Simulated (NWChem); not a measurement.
[NH2][Ti]([F])=[S] (TiNH2SF), optimised at PBE0/def2-SVP with NWChem:

highest occupied level (eV): -7.00
orbital gap (eV): 4.18
dipole (D): 4.22
highest harmonic frequency (cm⁻¹): 3658
zero-point energy (kcal/mol): 18.3

All stand in one matching conformer (torsions within 35°), which need not be the lowest.

Problem. One F atom is replaced by Cl, giving [Cl][Ti](=[S])[NH2] (TiNH₂SCl), optimised at the same level. How do these values move?

Solution. 
```
quantity                           new value  change
---------------------------------  ---------  ------
highest occupied level (eV)            -7.29   -0.29
orbital gap (eV)                        4.33   +0.15
dipole (D)                              4.08   -0.14
highest harmonic frequency (cm⁻¹)       3659      +1
zero-point energy (kcal/mol)            17.7    -0.6
```
